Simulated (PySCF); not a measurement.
C₈H₁₀.
Structure used (GFN2-xTB), in Å, numbered top down from 1:
```
atom  x, y, z in Å
C1     0.904    1.895   -0.250
C2     1.029    0.579   -0.080
C3     2.228   -0.221   -0.334
C4     1.949   -1.499   -0.033
C5     0.571   -1.590    0.426
C6     0.009   -0.367    0.407
C7    -1.391    0.006    0.760
C8    -2.255    0.168   -0.494
H9    -0.014    2.417   -0.033
H10    1.722    2.495   -0.614
H11    3.152    0.189   -0.695
H12    2.610   -2.345   -0.107
H13    0.102   -2.508    0.734
H14   -1.821   -0.773    1.393
H15   -1.395    0.942    1.324
H16   -3.271    0.445   -0.219
H17   -2.288   -0.766   -1.050
H18   -1.848    0.938   -1.145
```

Vertical excitations from PySCF (density fitting, frozen core in the response, grid level 2 and gas phase unless stated; continuum runs use non-equilibrium linear response for the excitations) on a GFN2-xTB geometry. Reference run:

```csv
settings,"S1, eV (f)","S2, eV (f)","S3, eV (f)","S4, eV (f)","S5, eV (f)","S6, eV (f)","T1, eV (Tamm–Dancoff)",mean α (au)
"LDA/STO-3G, fitting basis def2-universal-jkfit, TDA, 6 singlets",3.56 (0.022),6.14 (0.003),6.45 (0.075),6.49 (0.108),7.13 (0.006),7.37 (0.024),2.39,45.6
```

What do these settings give: PBE0/3-21G, start guess vsap, full TDDFT, 25 singlets?

| settings | S1, eV (f) | S2, eV (f) | S3, eV (f) | S4, eV (f) | S5, eV (f) | S6, eV (f) | T1, eV (Tamm–Dancoff) | mean α (au) |
| --- | --- | --- | --- | --- | --- | --- | --- | --- |
| PBE0/3-21G, start guess vsap, full TDDFT, 25 singlets | 3.30 (0.020) | 5.70 (0.303) | 6.12 (0.011) | 6.68 (0.002) | 7.21 (0.014) | 7.40 (0.045) | 2.16 | 73.4 |

S1 moves by -0.26 eV; functional, basis and response scheme change together, so the shift can't be laid on one. States are counted by energy in each run and needn't keep their character from row to row.

Which orbital pairs make up S1 in each run, and how does it sit against the orbital gap?

```tsv
settings	S1 configurations (weight)	S1 (eV)	orbital gap (eV)	S1 − gap (eV)
LDA/STO-3G, fitting basis def2-universal-jkfit, TDA, 6 singlets	H→L 0.94	3.56	2.75	+0.81
PBE0/3-21G, start guess vsap, full TDDFT, 25 singlets	H→L 0.99	3.30	4.37	-1.07
```

One conformer stands for the species.
